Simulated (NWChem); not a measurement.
System meant: MoH2S3O; SMILES [OH][Mo](=[S])(=[S])[SH]

The following NWChem deck was run.

```
start job
memory heap 200 mb stack 900 mb global 1100 mb
geometry units angstroms noautoz
  Mo     0.098771    -0.116906    -0.212364
  S      1.661693    -1.090602     0.803538
  S     -1.770738    -0.818930     0.431414
  O      0.330887    -0.317786    -2.042386
  H     -0.407045    -0.348400    -2.665961
  S      0.068432     2.117704     0.393541
  H      1.410994     2.288677     0.316916
end
basis spherical
  Mo library def2-svp
  S library def2-svp
  O library def2-svp
  H library def2-svp
end
ecp
  Mo library def2-ecp
end
dft
  odft
  mult 2
  xc pbe0
  iterations 150
  mulliken
end
task dft energy
```

End of the output:

```
 ==============================================================================
                                 internuclear angles
 ------------------------------------------------------------------------------
        center 1       |       center 2       |       center 3       |  degrees
 ------------------------------------------------------------------------------
    2 S                |   1 Mo               |   3 S                |   111.04
    2 S                |   1 Mo               |   4 O                |   109.47
    2 S                |   1 Mo               |   6 S                |   109.28
    3 S                |   1 Mo               |   4 O                |   112.20
    3 S                |   1 Mo               |   6 S                |   103.35
    4 O                |   1 Mo               |   6 S                |   111.36
    1 Mo               |   4 O                |   5 H                |   122.97
    1 Mo               |   6 S                |   7 H                |    95.39
 ------------------------------------------------------------------------------
                            number of included internuclear angles:          8
 ==============================================================================

 Summary of "ao basis" -> "" (spherical)
 ------------------------------------------------------------------------------
       Tag                 Description            Shells   Functions and Types
 ---------------- ------------------------------  ------  ---------------------
 Mo                         def2-svp                11       31   5s3p2d1f
 S                          def2-svp                 8       18   4s3p1d
 O                          def2-svp                 6       14   3s2p1d
 H                          def2-svp                 3        5   2s1p

                                 NWChem DFT Module
                                 -----------------

 Summary of "ao basis" -> "ao basis" (spherical)
 ------------------------------------------------------------------------------
       Tag                 Description            Shells   Functions and Types
 ---------------- ------------------------------  ------  ---------------------
 Mo                         def2-svp                11       31   5s3p2d1f
 S                          def2-svp                 8       18   4s3p1d
 O                          def2-svp                 6       14   3s2p1d
 H                          def2-svp                 3        5   2s1p

  number of electrons :                   72
  multiplicity        :                    2
 ------------------------------------------------------------------------
  no. of electrons and multiplicity not compatible                  72
 ------------------------------------------------------------------------
 ------------------------------------------------------------------------
  current input line :
    28: task dft energy
 ------------------------------------------------------------------------
 ------------------------------------------------------------------------
 There is an error in the input file
 ------------------------------------------------------------------------
 For more information see the NWChem manual at https://nwchemgit.github.io

0: no. of electrons and multiplicity not compatible:Received an Error in Communication
```

Question: Can this run be used? If not, why, and what is the fix?

Answer: The program refused the input. Cause: the multiplicity doesn't fit the number of electrons (an even count wants an odd multiplicity, and the reverse). This input runs:
```
start job
memory heap 200 mb stack 900 mb global 1100 mb
geometry units angstroms noautoz
  Mo     0.098771    -0.116906    -0.212364
  S      1.661693    -1.090602     0.803538
  S     -1.770738    -0.818930     0.431414
  O      0.330887    -0.317786    -2.042386
  H     -0.407045    -0.348400    -2.665961
  S      0.068432     2.117704     0.393541
  H      1.410994     2.288677     0.316916
end
basis spherical
  Mo library def2-svp
  S library def2-svp
  O library def2-svp
  H library def2-svp
end
ecp
  Mo library def2-ecp
end
dft
  xc pbe0
  iterations 150
  mulliken
end
task dft energy
```
It converges to -1338.41590 Ha (PBE0/def2-SVP with def2 effective core potentials on Mo).
